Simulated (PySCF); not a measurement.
Species: C6H9ClO2.
Numbering: `[CH3:1][CH:2]([CH3:3])/[CH:4]=[C:5](\[Cl:6])[O:7][CH:8]=[O:9]` (hydrogens: H10, H11, H12 on C1; H13 on C2; H14, H15, H16 on C3; H17 on C4; H18 on C8)

Cartesian coordinates in Å at the PBE0-D3(BJ)/def2-SVP level; atoms count from 1:
```
atom  x, y, z in Å
C1    -1.082    0.973   -0.217
C2    -0.545    0.320    1.057
C3    -1.632   -0.469    1.786
C4     0.619   -0.564    0.733
C5     1.885   -0.387    1.106
Cl6    2.443    0.925    2.084
O7     2.862   -1.302    0.802
C8     3.792   -0.958   -0.121
O9     3.811    0.059   -0.737
H10   -0.302    1.562   -0.721
H11   -1.925    1.642    0.015
H12   -1.445    0.213   -0.928
H13   -0.185    1.117    1.727
H14   -1.252   -0.902    2.723
H15   -2.009   -1.295    1.160
H16   -2.486    0.181    2.031
H17    0.432   -1.453    0.121
H18    4.522   -1.787   -0.201
```

Computed with PySCF at B3LYP/def2-SVPD, non-relativistic, on one gas-phase PBE0-D3(BJ)/def2-SVP geometry that isn't relaxed in the solvent. The solvent is an IEF-PCM continuum (cavity from Bondi-type radii × 1.2), and excitations are vertical TDDFT with non-equilibrium linear response and a frozen core. Only the electrostatic response of the medium enters.

Gas-phase singlets (H = HOMO, L = LUMO):

```
state  E (eV)  λ (nm)      f          leading configurations
   S1   5.167     240  0.017                         H→L 90%
   S2   5.791     214  0.001                       H-1→L 85%
   S3   6.295     197  0.111            H→L+2 46%, H→L+1 40%
   S4   6.588     188  0.251            H→L+1 46%, H→L+2 42%
   S5   6.919     179  0.004  H→L+4 66%, H→L+3 16%, H→L+2 9%
```

**Question.** How does the list change in dichloromethane (ε = 8.93)?

**Answer.** 
```json
{"state": "S1", "E (eV)": "5.135", "λ (nm)": "241", "f": "0.023", "leading configurations": "H→L 94%", "change by rank (eV)": "-0.032"}
{"state": "S2", "E (eV)": "5.901", "λ (nm)": "210", "f": "0.001", "leading configurations": "H-1→L 81%, H-2→L 10%", "change by rank (eV)": "+0.110"}
{"state": "S3", "E (eV)": "6.282", "λ (nm)": "197", "f": "0.178", "leading configurations": "H→L+1 48%, H→L+2 40%", "change by rank (eV)": "-0.013"}
{"state": "S4", "E (eV)": "6.558", "λ (nm)": "189", "f": "0.289", "leading configurations": "H→L+2 52%, H→L+1 40%", "change by rank (eV)": "-0.030"}
{"state": "S5", "E (eV)": "6.945", "λ (nm)": "179", "f": "0.005", "leading configurations": "H→L+3 83%", "change by rank (eV)": "+0.026"}
```

**Question.** The ground-state energy changes by -0.199 eV from gas to dichloromethane. By how much does the total energy of gas-phase S1 change?

**Answer.** E(S1) = E(S0) + excitation energy, so it changes by -0.199 − 0.032 = -0.231 eV: it is lowered more than the ground state, which is what a red shift means. This is the vertical state, with the slow part of the continuum still set for S0.

**Question.** How do the frontier levels move from gas to dichloromethane?

**Answer.** 
```csv
orbital,gas (eV),solvent (eV),change (eV),"Löwdin shares, gas","Löwdin shares, solvent"
LUMO+2,0.22,0.31,+0.09,"Cl6 21 %, C1 9 %, C3 8 %, C5 8 %","Cl6 33 %, C5 11 %, C8 8 %, C4 7 %"
LUMO+1,-0.37,-0.28,+0.09,"C5 28 %, C4 24 %, Cl6 13 %, O7 8 %","C5 28 %, C4 25 %, Cl6 13 %, O7 7 %"
LUMO,-1.00,-0.97,+0.03,"C8 34 %, O9 28 %, O7 13 %, H18 6 %","C8 36 %, O9 28 %, O7 13 %, Cl6 6 %"
HOMO,-7.14,-7.09,+0.05,"C4 28 %, C5 26 %, Cl6 23 %, O7 7 %","C4 28 %, C5 27 %, Cl6 22 %, O7 7 %"
HOMO-1,-8.57,-8.65,-0.08,"O9 60 %, C8 12 %, Cl6 10 %, O7 7 %","O9 52 %, Cl6 14 %, C8 10 %, O7 7 %"
HOMO-2,-8.97,-8.93,+0.04,"Cl6 50 %, O7 10 %, O9 9 %, C2 8 %","Cl6 29 %, C2 14 %, O9 13 %, H13 8 %"
HOMO-3,-9.39,-9.30,+0.09,"O7 22 %, O9 15 %, Cl6 14 %, C2 11 %","Cl6 17 %, O7 16 %, C2 13 %, C4 10 %"
```

The HOMO–LUMO gap goes from 6.14 to 6.12 eV. Rows go by rank; for HOMO-3, HOMO-2 and LUMO+2 the atom shares or the degeneracy differ between the runs, so the row needn't follow one orbital.
